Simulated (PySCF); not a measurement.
SMILES C=[CH][Sn]([CH3])([O]C)[O]C (C₅H₁₂O₂Sn), GFN2-xTB optimised geometry. Atoms within 1.6 Å of the plane z = 1.2 Å (x, y, z in Å): C1 (-0.78, -3.24, 2.41), C2 (-1.28, -2.40, 1.52), Sn3 (-0.08, -1.34, 0.00), C4 (2.12, -1.34, 0.00), O7 (-0.51, 0.63, 0.00), H10 (0.27, -3.47, 2.47), H11 (-2.34, -2.18, 1.48), H12 (2.50, -2.31, 0.28), H14 (2.46, -0.59, 0.70), H18 (-2.50, 1.17, -0.10).

Computed with B3LYP/def2-SVP, def2 effective core potentials past Kr run with PySCF 2.14.0. The core electrons that the potentials of Sn replace are not part of the density. Cells within 0.4 Å of a nucleus heavier than hydrogen are left out (blank, or x).

Map of the electrostatic potential (hartree/e), clipped to [-0.08, 0.12] on the plane z = 1.2 Å:

```
|33333333333333333333333333333|
|33333333333333333333333333333|
|33333333333333333333333333333|
|33333333333333333333333333333|
|33333333333333333333333333333|
|33333333333333333333333333333|
|33333333333322222333333333333|
|33333333333222222233333333333|
|33333333332221122223333333333|
|33333333332111111223333333344|
|33333333322100001223333444444|
|33333333321000001233344444444|
|33344433321000012333444444444|
|44444433322111233344555444444|
|44444443333334555555787544444|
|44444444444579998657999654444|
|44444444456799999767999644444|
|44444455567999999867897544444|
|44444567789999999977765444444|
|44445699999999999866665444444|
|44445799999999999766665544444|
|4444569999xx99987665666544444|
|44444568999999776655565544444|
|44444445699997666655555544444|
|44444444445555555555555444444|
|44444443333344455555554444444|
|44444443333344445555444444444|
|44444443333334444444444444444|
|44444444333344444444444444444|
```
Scale: ten equal steps from -0.080 (start of '0') to 0.120 (end of '9'), in the order '0123456789'; x runs from -5.00 to 5.00, y from -5.00 (bottom) to 5.00 (top).
